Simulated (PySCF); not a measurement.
Compound: phenyl isocyanate, C7H5NO.
Bonds: O1–C2 (double), C2–N3 (double), N3–C4, C4–C5 (aromatic), C5–C6 (aromatic), C6–C7 (aromatic), C7–C8 (aromatic), C8–C9 (aromatic), C4–C9 (aromatic). Hydrogens: H10 on C5; H11 on C6; H12 on C7; H13 on C8; H14 on C9.

The calculation used TDDFT PBE0/def2-SVPD, vertical, gas phase, core orbitals frozen in the response (PySCF). The structure is a single PBE0-D3(BJ)/def2-SVP conformer in the gas phase; no vibrational or solvent corrections. Torsions of this conformer, `[O:1]=[C:2]=[N:3][c:4]1[cH:5][cH:6][cH:7][cH:8][cH:9]1`: C2–N3–C4–C5 179°.

Each state is given a Gaussian of 0.3 eV full width at half maximum, with ε(max) = 2.175×10⁸ f / Δν̃ (Δν̃ the width in cm⁻¹). The width is an assumption, not a result. The curve ends short of the highest state used, and states not computed would add to its high-energy end.

```tsv
λ (nm)	ε (L mol⁻¹ cm⁻¹)
202.3	241
203.5	99
204.6	47
205.8	38
206.9	65
208.1	147
209.2	310
210.4	654
211.5	1212
212.7	2215
213.8	3613
214.9	5554
216.1	8315
217.2	11354
218.4	14993
219.5	18310
220.7	21483
221.8	23618
223.0	24796
224.1	24697
225.3	23359
226.4	21208
227.6	18194
228.7	15157
229.9	11890
231.0	9174
232.1	6863
233.3	4867
234.4	3506
235.6	2468
236.7	1845
237.9	1426
239.0	1205
240.2	1070
241.3	995
242.5	933
243.6	875
244.8	800
245.9	719
247.0	631
248.2	530
249.3	439
250.5	346
251.6	271
252.8	202
253.9	150
255.1	105
256.2	74
257.4	49
258.5	33
259.7	21
260.8	13
261.9	8
263.1	5
264.2	3
265.4	2
```

Task: Locate the maxima and give the states behind the curve.

Result: 223 nm (5.55 eV), ε about 25000, made up of S2 (100%) (ε in L mol⁻¹ cm⁻¹; maxima over ε = 5, shares over 10%). At its high-energy end, 6.13 eV, the curve is still rising (ε about 250, from S5). The states used: S1 5.12 eV (f 0.0096); S2 5.55 eV (f 0.277); S3 5.76 eV (f 0.0001); S4 6.45 eV (f 0.0000); S5 6.52 eV (f 0.316); S6 6.73 eV (f 0.506).

Task: On this curve, what absorbance would a 10⁻⁵ mol/L sample give at 248 nm over a 1 cm path?

Result: 248 nm is 4.999 eV, where ε is about 550 L mol⁻¹ cm⁻¹, so A = ε c l ≈ 0.0055 (Beer–Lambert, with the gas-phase spectrum and the assumed width).

Task: What would ε be at 5.55 eV, the highest of these maxima, with half the width (0.15 eV)?

Result: About 49800 L mol⁻¹ cm⁻¹ against 24900, a factor of about 2.00; a lone state at its own centre would give exactly 2.

Task: Coming from long wavelengths, where does ε first pass 100 L mol⁻¹ cm⁻¹?

Result: At about 255 nm (4.86 eV), 0.26 eV below S1.

The run took 67 s on one thread, Arm Neoverse N1 (aarch64), no GPU (shared host), and the process peaked at 0.98 GiB of memory.
